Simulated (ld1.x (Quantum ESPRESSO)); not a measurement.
# PBEsol ultrasoft dataset for fluorine, non-relativistic all-electron reference.

fluorine, ultrasoft, made with ld1.x (Quantum ESPRESSO) 7.5 (PBEsol, non-relativistic). Core [He], reference 2s2 2p4 (charge +1). Waves: 2s (bound): rcut 0.60, rcutus 0.75 bohr; 2s channel at 0.1 Ry: rcut 0.60, rcutus 0.75 bohr; 2p (bound): rcut 1.25, rcutus 1.35 bohr; 2p channel at -1.6 Ry: rcut 1.25, rcutus 1.35 bohr; 3d channel at 0.3 Ry: rcut 1.15, rcutus 1.30 bohr; 3d channel at 2.65 Ry: rcut 1.15, rcutus 1.30 bohr. Local part: all-electron potential smoothed inside 1.05 bohr (lloc = -1). Core correction: Bessel-smoothed model core, default radius (core density twice the valence density). Augmentation charge: PSQ, radius 0.55 bohr.

Calculated quality:

| Property | Result |
| --- | --- |
| Cutoffs needed | 50 Ry and 90 Ry (the cutoffs (Ry, on a coarse ladder) from which the occupation-weighted sum of valence levels, in a spherical-Bessel basis at the reference potential, stays within 10 and 1 mRy of its value at 400 Ry) |
| Ghost test | no extra level below or beside the all-electron valence levels (s, p, d, f tested) (spherical-Bessel basis up to 400 Ry, 20 bohr box) |
| Largest excitation error | -65 meV (all-electron minus pseudo) for 2s2 2p1, out of 7 test configurations |
| Lowest eigenvalue of the overlap operator | 0.40 (s channel) |
| Density cutoff estimated by the generator | 1216 Ry |

Generation and tests took about 1.3 s on one core of a shared server CPU.
